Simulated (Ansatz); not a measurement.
PBE exchange is replaced step by step with exact exchange (0 % is PBE, 25 % PBE0; no dispersion term), basis def2-TZVP, Ansatz. System: the cluster SiB3. The state is a doublet with charge 0. Geometry: r2SCAN-D4/def2-TZVP, each spin state at its own.

Geometry of the doublet:

| atom | x (Å) | y (Å) | z (Å) |
| --- | --- | --- | --- |
| B1 | -0.415 | 0.670 | -0.573 |
| B2 | 0.649 | 1.036 | 0.474 |
| B3 | 0.531 | -0.486 | 0.657 |
| Si4 | -0.765 | -1.221 | -0.558 |

The structure comes from a short search, and lower isomers may exist.

HOMO and LUMO are taken over both spins.

| exact exchange (%) | HOMO (eV) | LUMO (eV) | gap (eV) | ⟨S²⟩ | quartet − doublet (kJ/mol) |
| --- | --- | --- | --- | --- | --- |
| 0 | -5.74 | -4.71 | 1.03 | 0.767 | 99.2 |
| 10 | -6.13 | -4.40 | 1.73 | 0.773 | 95.0 |
| 15 | -6.33 | -4.25 | 2.08 | 0.775 | 92.9 |
| 25 | -6.73 | -3.94 | 2.79 | 0.781 | 88.9 |
| 35 | -7.13 | -3.63 | 3.50 | 0.787 | 85.2 |
| 50 | -7.72 | -3.15 | 4.58 | 0.791 | 79.9 |

(1) Fit a straight line to the column «quartet − doublet (kJ/mol)» against the share of exact exchange and predict its value at 5 %.

Answers

(1) With x = exact exchange (%) and y = quartet − doublet (kJ/mol): mean x = 22.5, mean y = 90.18; Σ(x − x̄)(y − ȳ) = -631.7, Σ(x − x̄)² = 1638; slope b = -0.3857, intercept a = ȳ − b·x̄ = 98.86. The residuals of the fitted rows reach 0.3. At x = 5 the line gives 98.86 + (-0.3857 × 5) = 96.9; the run gave 97.1, 0.2 more than the line.
